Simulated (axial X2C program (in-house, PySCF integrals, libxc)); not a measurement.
GaO: nuclear properties from DFT to coupled cluster

Computed with an in-house all-electron X2C program for linear molecules (integrals from PySCF): two-component X2C with atomic mean-field Coulomb and Gaunt terms, Gaussian nuclei, basis Ga dyall-acv3z, O dyall-av3z with contracted cores.

R = 1.701 Å (near the PBE0 minimum at charge 0 of the determinant lowest at the starting distance; the state shown can have its own minimum elsewhere); state Ω = 1/2 (⟨Sz⟩ = 0.50, ⟨Lz⟩ = 0.00 at PBE0).

```csv
level,Eeff magnitude (GV/cm),Ws magnitude Ga (kHz),A∥/gI Ga (MHz),qzz Ga (a.u.),A∥/gI O (MHz),μ (D)
PBE0,2.45,2.15,701,-1.83,195,-3.78
HF,1.66,1.49,-616,-2.09,301,-2.90
B3LYP,2.34,2.05,767,-1.73,217,-3.72
```

Eeff is the effective electric field on the electron electric dipole moment in this Ω state and Ws the scalar–pseudoscalar constant of the nucleus named (defined with the proton number Z and per Ω); A∥ (defined per Ω) follows by multiplying with gI = μI/(I μN); qzz is the electric field gradient, eQq0 = 234.96 MHz × Q/barn × qzz; μ is positive if the O end (last atom) is positive. The operators were transformed with the bare-nucleus X2C matrices; with these basis sets, hyperfine constants and field gradients can be off by tens of per cent, and where levels differ in sign neither size nor sign is settled.

Finite-field MP2, CCSD and CCSD(T), with 19 electrons correlated in 130 natural virtual spinors (MP2 remainder added):

```json
{"level": "MP2", "Eeff magnitude (GV/cm)": "3.39", "Ws magnitude Ga (kHz)": "3.01", "A∥/gI Ga (MHz)": "226", "qzz Ga (a.u.)": "-1.92", "A∥/gI O (MHz)": "103", "μ (D)": "-4.43"}
{"level": "CCSD", "Eeff magnitude (GV/cm)": "2.61", "Ws magnitude Ga (kHz)": "2.32", "A∥/gI Ga (MHz)": "754", "qzz Ga (a.u.)": "-1.95", "A∥/gI O (MHz)": "174", "μ (D)": "-3.89"}
{"level": "CCSD(T)", "Eeff magnitude (GV/cm)": "2.72", "Ws magnitude Ga (kHz)": "2.42", "A∥/gI Ga (MHz)": "972", "qzz Ga (a.u.)": "-1.86", "A∥/gI O (MHz)": "169", "μ (D)": "-3.91"}
```

T1 = 0.046 (Lee–Taylor), a sign of multireference character. One unrestricted determinant, the lowest of a limited PBE0 search, is the reference; the functionals treat spin collinearly. Eeff spreads by more than a factor of two over the levels. Correlation of the inner shells is missing, which matters for properties at the nucleus. Number of frozen shells: Ga 3 s, 2 p; O 1 s.

Q: By how much does correlation change each value, CCSD(T) against HF?

A: Eeff magnitude 64 %; Ws magnitude Ga 62 %; A∥/gI Ga from -616 to 972, a change of sign; qzz Ga -11 %; A∥/gI O -44 %; μ 35 %.
